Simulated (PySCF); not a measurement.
Spectroscopy problems

One averaged value for each set of equivalent atoms, gas phase, single conformer, non-relativistic. J: B3LYP/pcJ-1; GFN2-xTB structure; NMR shieldings at PBE0/pcSseg-1/GIAO; PySCF 2.14.0 with density-fitted response routines.

Scale: ¹H and ¹³C against TMS (reference shieldings calculated alike). Multiplet labels drop J under 1 Hz and among equivalent protons, and merge close values. Unscaled 3J(H,H) run several per cent high. Splittings of carbon signals by F and P are missing where no couplings were computed. Where no couplings were computed, multiplicities follow the n + 1 count of equivalent neighbours, and m marks all less simple cases (inequivalent or close neighbours, rings, F or P nearby). One-bond C–F couplings are unscaled and too large by tens of Hz. Shifts are as computed. Against solution values, carbons near 30 ppm lie about +3 ppm off and those near 130 ppm about +5 ppm. Of 1211 compounds with measured shifts, 218 miss one by over three times the rms of a fit or turn the order of signals round; such compounds aren't used in these exercises. OH and NH positions are gas-phase values without hydrogen bonding to other molecules.

(1) C2H3F3O. ¹H NMR (500 MHz, computed): δ 4.22 (q, J = 7.8 Hz, 2H), 1.06 (br s, 1H). ¹³C{¹H} NMR (computed): δ 133.8 (C, q, J = 350.9 Hz), 67.8 (CH2, q, J = 34.1 Hz). Give a structure.

(2) C7H11O2P. ¹H NMR (400 MHz, computed): δ 2.50 (m, 3H), 2.31 (m, 4H), 2.16 (m, 4H). ¹³C{¹H} NMR (computed): δ 230.7 (C), 213.8 (C), 38.3 (CH2), 32.2 (CH3), 18.2 (CH2). What is it?

Results:

(1) `OCC(F)(F)F`. The formula gives 0 degrees of unsaturation. 2 carbon signals for 2 carbons: no two carbons are equivalent. Carbon types of the structure: 1 × C, 1 × CH2, leaving 1 H on heteroatoms. δC 133.8: CF3 carbon; 3 electronegative neighbours deshield it. δC 67.8: sp3 CH2 bonded to O; deshielded by the electronegative neighbour. δH 4.22: hydrogen on an sp3 CH2 bonded to O; its carbon carries O, an electronegative neighbour. δH 1.06: hydrogen on an alcohol oxygen; exchangeable, gas-phase position.

The shifts were computed for this structure.

(2) SMILES CC(=O)P1CCC(=O)CC1. 5 carbon signals for 7 carbons: some carbons are equivalent by symmetry or fast rotation. Carbon types of the structure: 2 × C, 4 × CH2, 1 × CH3, which accounts for all hydrogens. δC 230.7: carbonyl carbon. δC 213.8: ketone carbonyl carbon; the double bond to the heteroatom, with no lone-pair donor beside it, deshields it most. δC 32.2: methyl carbon α to a carbonyl; the adjacent C=O deshields it moderately. δH 2.50: hydrogen on a methyl carbon α to a carbonyl; α to C=O.

The data come from this structure; uniqueness wasn't tested.
